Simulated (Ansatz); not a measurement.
Input file:

```yaml
crystal:
  lattice:
    - [0.0, 5.43, 5.43]
    - [5.43, 0.0, 5.43]
    - [5.43, 5.43, 0.0]
  atoms:
    - { symbol: Si, position: [0.00353959, 0.00262663, -0.00306148] }
    - { symbol: Si, position: [0.12478952, 0.12451708, 0.12609326] }
    - { symbol: Si, position: [-4.066e-05, 6.335e-05, 0.49996857] }
    - { symbol: Si, position: [0.12478159, 0.12441416, 0.62466106] }
    - { symbol: Si, position: [0.00347221, 0.49682629, -0.00311817] }
    - { symbol: Si, position: [0.13225976, 0.62239488, 0.12279886] }
    - { symbol: Si, position: [0.003447, 0.49670444, 0.50313234] }
    - { symbol: Si, position: [0.12474986, 0.62620623, 0.6246042] }
    - { symbol: Si, position: [0.49700139, 0.00290222, -0.00306543] }
    - { symbol: Si, position: [0.62328245, 0.13057073, 0.12312637] }
    - { symbol: Si, position: [0.49702796, 0.00272871, 0.50332607] }
    - { symbol: Si, position: [0.62607505, 0.12457896, 0.62470786] }
    - { symbol: Si, position: [0.50079783, 0.4991821, 0.00031045] }
    - { symbol: Si, position: [0.62316009, 0.62275085, 0.12296883] }
    - { symbol: Si, position: [0.49701044, 0.49688621, 0.50322048] }
    - { symbol: Si, position: [0.62308286, 0.62252783, 0.63174766] }
    - { symbol: Si, position: [0.75076757, 0.74922004, 0.25029147] }
basis:
  ecutwfc: 300.0
kpoints:
  mp_grid: { grid: [2, 2, 2] }
hamiltonian:
  xc: pbe
  pseudopotentials: { kind: paw, azcp: { folder: soft_1 } }
scf:
  occupations: { method: gaussian, width: 0.05 }
  lower_state_search: "off"
  max_iter: 72
neb:
  images: 3
  f_tol: 0.05
  max_iterations: 50
  order_check: false
  final_atoms:
    - { symbol: Si, position: [0.00053902, -0.00115901, 0.00042548] }
    - { symbol: Si, position: [0.122162, 0.1280694, 0.12179508] }
    - { symbol: Si, position: [-0.00544148, 0.00195175, 0.50193113] }
    - { symbol: Si, position: [0.12248251, 0.12812325, 0.62812563] }
    - { symbol: Si, position: [0.00033906, 0.50033388, 0.00033222] }
    - { symbol: Si, position: [0.12490157, 0.62497982, 0.12501246] }
    - { symbol: Si, position: [0.00049507, 0.50042947, 0.49887735] }
    - { symbol: Si, position: [0.12207826, 0.62183801, 0.62809047] }
    - { symbol: Si, position: [0.50232321, 0.00226956, -0.0063066] }
    - { symbol: Si, position: [0.62824196, 0.12826133, 0.12217081] }
    - { symbol: Si, position: [0.50276176, 0.00260997, 0.50251571] }
    - { symbol: Si, position: [0.62591397, 0.12536764, 0.62510143] }
    - { symbol: Si, position: [0.49875467, 0.50054535, 0.00049725] }
    - { symbol: Si, position: [0.62803773, 0.62206525, 0.12193857] }
    - { symbol: Si, position: [0.50221176, 0.49397657, 0.50213783] }
    - { symbol: Si, position: [0.6281875, 0.62228776, 0.62820914] }
    - { symbol: Si, position: [0.37586347, 0.87534612, 0.37509791] }
```

Launched with:

```bash
$ ansatz run input.yaml --threads 1 --pin off --max-ram 3072MiB --backend cpu --events-out ev --progress --plain --runs-dir out
```

Hardware: 1 thread of Arm Neoverse V1 (shared host).

Problem. Roughly how long does this run take, and how much memory?

Solution. 98 s, with a peak of 0.52 GiB, for 8 band iterations.
